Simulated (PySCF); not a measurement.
Predicted microwave data (PBE0-D3(BJ)/def2-SVP geometry optimisation, gas phase in PySCF 2.14.0) for one isomer of C4H4BrF:

* Rotational constants: A = 3371, B = 1366, C = 1034 MHz
* Dipole components: |μa| = 2.44 D, |μb| = 1.77 D, |μc| = 0.54 D
* Inertial defect: -30.99 u·Å²
* κ: -0.72

Question: Which structure is it? (One computed conformer of each.)
A. `CC1=C(F)[C@@H]1Br`
B. `[F:1][C@H:2]([Br:3])[C:4]1=[CH:5][CH2:6]1` with F1–C2–C4–C5 7°

Answer: A. It is CC1=C(F)[C@@H]1Br, an asymmetric top, point group C1. The candidates at the same level (rigid rotor, commonest isotopes):

```json
{"SMILES": "F[C@H](Br)C1=CC1", "A (MHz)": "3947", "B (MHz)": "1494", "C (MHz)": "1158", "μa (D)": "1.56", "μb (D)": "0.32", "μc (D)": "0.67", "Δ (u·Å²)": "-30.01", "point group": "C1", "rotor": "asymmetric top"}
{"SMILES": "CC1=C(F)[C@@H]1Br", "A (MHz)": "3371", "B (MHz)": "1366", "C (MHz)": "1034", "μa (D)": "2.44", "μb (D)": "1.77", "μc (D)": "0.54", "Δ (u·Å²)": "-30.99", "point group": "C1", "rotor": "asymmetric top"}
```

`F[C@H](Br)C1=CC1` has A 17 % too high. No structure here is proved a minimum.
